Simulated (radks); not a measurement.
Problem. K IV, configuration [He] 2s2 2p5.75 3s2 3p4 4s0.25 (fractional occupations, a model configuration). Calculated with a radial shooting solver on a logarithmic mesh with Libxc functionals: Dirac Kohn-Sham, RPBE, spin-unpolarised, spherical densities, finite nucleus; open shells are shared between the two j in proportion to 2j + 1; Fermi nuclear charge, rms radius 3.4349 fm. Some entries of the table are withheld. Estimate them.

| orbital | occ. | eigenvalue (hartree) | r(max) (bohr) | <1/r> (bohr^-1) |
|---|---|---|---|---|
| 1s1/2 | 2 | -131.5869 | 0.05300 | 18.72 |
| 2s1/2 | 2 | -14.89268 | 0.3169 | 3.833 |
| 2p1/2 | 1.91667 | -12.29645 | (1) | (2) |
| 2p3/2 | 3.83333 | -12.18829 | (3) | (4) |
| 3s1/2 | 2 | -2.76894 | 1.040 | 1.180 |
| 3p1/2 | 1.33333 | -2.12052 | (5) | (6) |
| 3p3/2 | 2.66667 | -2.10791 | (7) | (8) |
| 3d3/2 | 0 | -1.15858 | 1.152 | 0.8400 |
| 3d5/2 | 0 | -1.15756 | 1.153 | 0.8389 |
| 4s1/2 | 0.25 | -0.88307 | 2.743 | 0.4518 |
| 4p1/2 | 0 | -0.72220 | (9) | 0.4037 |
| 4p3/2 | 0 | -0.71997 | (10) | 0.4023 |
| 4f5/2 | 0 | -0.35949 | (11) | 0.2479 |
| 4f7/2 | 0 | -0.35948 | (12) | 0.2478 |

Solution. 
(1) 2p1/2 r(max) (bohr): 0.2601
(2) 2p1/2 <1/r> (bohr^-1): 3.753
(3) 2p3/2 r(max) (bohr): 0.2620
(4) 2p3/2 <1/r> (bohr^-1): 3.718
(5) 3p1/2 r(max) (bohr): 1.083
(6) 3p1/2 <1/r> (bohr^-1): 1.078
(7) 3p3/2 r(max) (bohr): 1.089
(8) 3p3/2 <1/r> (bohr^-1): 1.071
(9) 4p1/2 r(max) (bohr): 3.062
(10) 4p3/2 r(max) (bohr): 3.072
(11) 4f5/2 r(max) (bohr): 4.105
(12) 4f7/2 r(max) (bohr): 4.105
